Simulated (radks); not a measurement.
The numbers below are computed, except where a source is named.
Tc XIV, configuration [Ar] 3d10 4s2.

Code: a radial shooting solver on a logarithmic mesh with Libxc functionals. Model: Dirac Kohn-Sham, BLYP, spin-unpolarised, spherical densities, finite nucleus; Fermi nuclear charge, rms radius 4.4112 fm.

Energy parts (hartree):
| part | energy |
|---|---|
| total | -4230.08938 |
| kinetic | 4396.20277 |
| electron-nucleus | -9908.87101 |
| Hartree | 1402.86498 |
| exchange-correlation | -120.28612 |

Orbitals (lengths in bohr, moments of r in powers of bohr; r(90%) holds 90 % of the orbital's charge):
| orbital | occ. | eigenvalue (hartree) | r(90%) |
|---|---|---|---|
| 1s1/2 | 2 | -777.0860 | 0.0614 |
| 2s1/2 | 2 | -119.5620 | 0.231 |
| 2p1/2 | 2 | -111.1018 | 0.208 |
| 2p3/2 | 4 | -106.7447 | 0.214 |
| 3s1/2 | 2 | -28.84989 | 0.608 |
| 3p1/2 | 2 | -25.59165 | 0.611 |
| 3p3/2 | 4 | -24.84881 | 0.625 |
| 3d3/2 | 4 | -19.09354 | 0.618 |
| 3d5/2 | 6 | -18.94852 | 0.623 |
| 4s1/2 | 2 | -11.19213 | 1.33 |

The highest occupied level is 4s1/2 at -304.55 eV. For comparison, the ionisation energy in NIST's Atomic Spectra Database is 311 eV (theoretical). In exact Kohn-Sham theory the highest level is minus the ionisation energy, but local and semilocal functionals leave it too shallow, through self-interaction and a potential that decays too fast; potentials with the right tail come closer. Summed over all electrons, <r^2> = 5.525 bohr^2, which gives a Langevin (diamagnetic) susceptibility term of -4.38 x 10^-6 cm^3/mol. The electron density at the nucleus is 1.003e+05 e/bohr^3. The density falls to 0.001 e/bohr^3 at r = 1.91 bohr.
